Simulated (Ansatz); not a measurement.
`F[SiH](Cl)O[SiH3]` + `[SH][GeH3]` → `F[SiH](Cl)[S][GeH3]` + `O[SiH3]` at 298.15 K and 1 bar (ligand exchange at the Si–O bond).

Calculated with Ansatz (gas phase, PBE0-D4/def2-TZVP geometries, no zero-point term in ΔE). CBS: MP2 limit from def2 TZ/QZ plus the TZ coupled-cluster correction, frozen cores. For Ge outer-core shells are correlated without core-valence functions, which leaves a few kJ/mol of doubt a bond. Scalar relativity is left out up to krypton. One conformer a species, not always the lowest.

| species | CCSD(T)/CBS energy (Eh) | H − E (kJ/mol) | S (J/(mol·K)) |
| --- | --- | --- | --- |
| `F[SiH](Cl)O[SiH3]` | -1215.52253 | 138.1 | 384.0 |
| `[SH][GeH3]` | -2476.30083 | 99.2 | 286.9 |
| `F[SiH](Cl)[S][GeH3]` | -3325.10853 | 128.6 | 391.3 |
| `O[SiH3]` | -366.69042 | 113.6 | 257.8 |

H − E and S are ideal-gas, rigid-rotor, harmonic terms from PBE0-D4/def2-TZVP, for one conformer and one mirror image of each species. 1 Eh = 2625.50 kJ/mol, R = 8.31446 J/(mol·K).

Task: By hand: ΔE, ΔH, ΔS and ΔG.

Result: ΔE = (-3325.10853) + (-366.69042) − (-1215.52253) − (-2476.30083) = 0.02441 Eh = 64.1 kJ/mol. Δ(H − E) = 128.6 + 113.6 − 138.1 − 99.2 = 4.9, so ΔH = 69.0 kJ/mol. ΔS = 391.3 + 257.8 − 384.0 − 286.9 = -21.8 J/(mol·K). ΔG = 69.0 − 298.15 × (-21.8)/1000 = 75.5 kJ/mol.

Task: By hand: the equilibrium constant, and the temperature at which ΔG would vanish if ΔH and ΔS stayed fixed.

Result: log₁₀ K = −ΔG/(RT ln 10) = -13.2. ΔH and −TΔS have one sign here, so there is no such temperature.

ΔH outweighs TΔS. A doubt of 5 kJ/mol in ΔE shifts log₁₀ K by 0.9 here. Other conformers and mirror images would add mixing entropy, several J/(mol·K) or more a flexible species. Modes under 60 cm⁻¹, often nearly free rotors, make the harmonic entropy too high. These are equilibria of isolated gas molecules and say nothing of rates. Largest T1 diagnostic: 0.011 (customary marks: 0.02 for closed shells, 0.045 for open ones).
